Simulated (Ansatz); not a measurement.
Stepwise reaction of `C[CH](C)[Mg][CH](C)C` with water, as a gas-phase model of exchange steps in deposition or etching. ΔE in kJ/mol.

Computed with Ansatz on PBE0-D4/def2-TZVP structures; ΔE is electronic, products minus reactants. CCSD(T)/CBS adds triple-zeta CCSD(T) − MP2 to the extrapolated MP2 energy (def2 sets, frozen cores). This one scheme is used for every species. Functionals use def2-TZVPP. B3LYP here is the variant with VWN-RPA as its local correlation; programs differ in this. For Mg outer-core shells are correlated without core-valence functions, which leaves a few kJ/mol of doubt a bond. Each species was taken in one conformer, which may not be the lowest.

```csv
step,reaction,PBE-D4,B3LYP-D4,ωB97M-V,CCSD(T)/CBS
1,`C[CH](C)[Mg][CH](C)C` + H₂O → `C[CH](C)[Mg][OH]` + `CCC`,-160.5,-175.4,-173.4,-168.9
```

Task: Give the row of step 2, `C[CH](C)[Mg][OH]` + H₂O → `[OH][Mg][OH]` + `CCC`. (Best estimate.)

Result: The calculation gave: 
| step | reaction | PBE-D4 | B3LYP-D4 | ωB97M-V | CCSD(T)/CBS |
| --- | --- | --- | --- | --- | --- |
| 2 | `C[CH](C)[Mg][OH]` + H₂O → `[OH][Mg][OH]` + `CCC` | -146.2 | -160.7 | -158.2 | -156.2 |

Task: By hand: ΔE of the 2 steps together at CCSD(T)/CBS.

Result: (-168.9) + (-156.2) = -325.1 kJ/mol, or -162.6 kJ/mol a step.

In ΔE each step is higher than the one before. All are downhill at CCSD(T)/CBS. PBE-D4 differs from CCSD(T)/CBS by 8.4 to 10.0 kJ/mol a step. Isolated molecules leave out the surface, adducts and barriers. Largest T1 diagnostic: 0.011.
